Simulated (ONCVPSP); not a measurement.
## Configuration tests for scandium (ONCV)

```
Element                 : Sc
Generator               : ONCVPSP 4.0.1
Type                    : optimised norm-conserving Vanderbilt (ONCV)
Functional              : BLYP
Relativity              : scalar-relativistic
Frozen core             : [Ne]
Valence charge          : 11
Reference configuration : 3s2 3p6 3d1 4s1 (charge +1)
Partial waves           : 3s+4s: rc 2.05 bohr, ncon 3, nbas 7, qcut 6.5 1/bohr, 3 projectors, debl 3.4 Ha; 3p: rc 1.25 bohr, ncon 4, nbas 7, qcut 7.5 1/bohr, 2 projectors, debl 1.6 Ha; 3d: rc 2.10 bohr, ncon 3, nbas 8, qcut 7.8 1/bohr, 1 projector
Local potential         : polynomial inside 0.95 bohr (lpopt 5, dvloc0 0 Ha)
Core correction         : Teter function, parameters optimised by the program
```

Energies are relative to the spin-unpolarised reference configuration 3s2 3p6 3d1 4s1; without spin polarisation the order of configurations can differ from experiment.

```json
{"valence configuration": "3s2 3p6 3d1 4s2", "charge": "0", "ΔE all-electron (eV)": "-6.824", "error AE − PS (meV)": "+0.1"}
{"valence configuration": "3s2 3p6 3d1 4s0", "charge": "+2", "ΔE all-electron (eV)": "12.906", "error AE − PS (meV)": "-2.3"}
{"valence configuration": "3s2 3p6 3d1 4s1 4p1", "charge": "0", "ΔE all-electron (eV)": "-4.009", "error AE − PS (meV)": "+0.3"}
```

(1) What are ΔE and the potential's error for 3s2 3p6 3d0 4s0?

Levels in the configuration 3s2 3p6 3d1 4s0:

```tsv
level	all-electron (eV)	pseudo (eV)
3s	-70.220	-70.276
3p	-48.829	-48.858
3d	-17.920	-17.931
```

Results:

(1) ΔE = 37.774 eV all-electron; the error (AE − PS) is +140 meV.
